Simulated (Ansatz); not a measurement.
These are frozen-core CCSD(T)/cc-pVTZ // B3LYP-D3(BJ)/def2-TZVP in Ansatz (a program for electronic structure) values and carry that method's errors.

Ansatz 0.2 input:
```yaml
crystal:
  periodic: [false, false, false]
  atoms:
    - { symbol: N, position_ang: [-0.774697, 1.660448, -0.104804] }
    - { symbol: Ga, position_ang: [0.000966, 0.000469, -0.01475] }
    - { symbol: N, position_ang: [-1.027871, -1.505889, -0.208664] }
    - { symbol: N, position_ang: [1.821234, -0.151201, 0.174157] }
    - { symbol: H, position_ang: [-0.268479, 2.472436, 0.210995] }
    - { symbol: H, position_ang: [-1.761112, 1.771343, 0.068609] }
    - { symbol: H, position_ang: [-2.020146, -1.470226, -0.036919] }
    - { symbol: H, position_ang: [-0.658231, -2.407007, 0.049515] }
    - { symbol: H, position_ang: [2.410011, 0.637997, -0.042533] }
    - { symbol: H, position_ang: [2.278326, -1.008371, -0.095604] }
basis:
  gaussian: { orbitals: cc-pVTZ }
correlation:
  method: ccsd_t
```

Output:

```
Functional definition: HF
1280 factors; integrals over basis functions are off by at most 1.1e-3 eV
mean field evaluation 1: about -56872.8853 eV, gradient 5.5e1 eV
mean field evaluation 2: about -56872.9609 eV, gradient 5.5e1 eV
mean field evaluation 4: about -56878.8214 eV, gradient 3.1e0 eV
mean field evaluation 8: about -56878.8646 eV, gradient 2.5e-1 eV
mean field evaluation 16: about -56872.8853 eV, gradient 5.5e1 eV
mean field -56878.86480869 eV, -2090.2597278399 hartree, gradient 2.6e-6 eV, S^2 0.000000; 0 other end points of the search recorded, 0 dependent functions left out
12 core orbitals not correlated
reference -56878.86480869 eV, -2090.2597278399 hartree; 17, 17 occupied and 188, 188 virtual orbitals, 1280 factors
second order -22.25313879 eV of doubles, -0.00000000 eV of singles
cycle   1  -22.16752315 eV  change    8.6e-2 eV  update   1.0e-1
cycle   2  -22.72045003 eV  change   -5.5e-1 eV  update   2.9e-2
cycle   3  -22.83057677 eV  change   -1.1e-1 eV  update   1.4e-2
cycle   4  -22.81944353 eV  change    1.1e-2 eV  update   3.4e-3
cycle   5  -22.81977067 eV  change   -3.3e-4 eV  update   1.6e-3
cycle   6  -22.81985913 eV  change   -8.8e-5 eV  update   4.6e-4
cycle   7  -22.81951183 eV  change    3.5e-4 eV  update   1.9e-4
cycle   8  -22.81949885 eV  change    1.3e-5 eV  update   6.8e-5
cycle   9  -22.81951187 eV  change   -1.3e-5 eV  update   3.0e-5
perturbative correction -0.94696187 eV, -0.0348002067 hartree
Total energy: -56902.63128242 eV, -2091.1331296401 hartree
```

Cost: about 4 core-minutes (a rough figure).
